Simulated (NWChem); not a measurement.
Isomers of Si2H5O2Cl, each optimised at B3LYP/6-31G* with NWChem, gas phase unless a solvent is named. Flexible species stand in one conformer each, which need not be the lowest. Pople sets run with spherical d functions. Relative energies count from the lowest isomer at each level and are electronic, without zero-point energy, on those geometries.

A: O[SiH](O)[SiH2]Cl
B: O[SiH2][Si@H](Cl)O
C: [SiH3]O[Si@@H](O)Cl
D: [SiH2](O[SiH2]O)Cl

```json
[
 {"quantity": "relative energy, B3LYP/def2-TZVP (kcal/mol)", "A": "32.9", "B": "35.4", "C": "0.0", "D": "1.1"},
 {"quantity": "relative energy, M06-2X/def2-TZVP (kcal/mol)", "A": "34.9", "B": "37.8", "C": "0.0", "D": "0.6"},
 {"quantity": "SMD solvation free energy in water, B3LYP/6-31G* (kcal/mol)", "A": "-7.3", "B": "-7.9", "C": "___", "D": "-2.9"}
]
```

Problem. Fill in the missing entries.

Solution. 
- SMD solvation free energy in water, B3LYP/6-31G* (kcal/mol), C: -3.3
